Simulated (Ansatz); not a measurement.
The first iterations of a band of AlCl2F2H (6 atoms, charge 0, multiplicity 1).

All numbers below come from Ansatz, RKS BHLYP/def2-SVP.

| Quantity | Value |
| --- | --- |
| movable images | 7 |
| climbing image | yes |
| spring | 5.0 eV/Å² |
| optimiser | quadratic models (default) |
| start path | through a guess of the saddle point |
| force threshold | 0.05 eV/Å |
| iteration limit | 60 |
| end points | relaxed |

Image 0:

```xyz
6
Properties=species:S:1:pos:R:3
Al 0.098 -0.005 0.037
F 0.090 0.442 1.633
Cl 1.800 0.348 -1.096
F -1.356 -0.132 -0.719
Cl 0.338 -2.364 0.891
H 0.297 -1.804 2.053
```

Image 8:

```xyz
6
Properties=species:S:1:pos:R:3
Al 0.146 -0.527 -0.143
F 0.157 -0.021 1.765
Cl 1.792 0.460 -0.942
F -1.370 -0.031 -0.548
Cl 0.338 -2.549 0.463
H 0.204 -0.846 2.204
```

| iteration | highest image above the first end (eV) | largest band force component (eV/Å) |
| --- | --- | --- |
| 1 | 1.699 | 2.594 |
| 2 | 0.628 | 1.627 |

Task: Does the band converge within its limit, and where does its top end?

Result: The run converged. It ended after 8 iterations with the highest image 0.303 eV above the first end. A vibrational analysis at the climbing image gives one clearly imaginary mode, 848i cm⁻¹: a first-order saddle point. The orbitals stay closed-shell, which can raise the energy where a bond breaks towards radicals; this wasn't checked here.

The run took 120 s on 2 threads of Arm Neoverse V1, with other jobs on the host, peak memory 0.2 GiB.
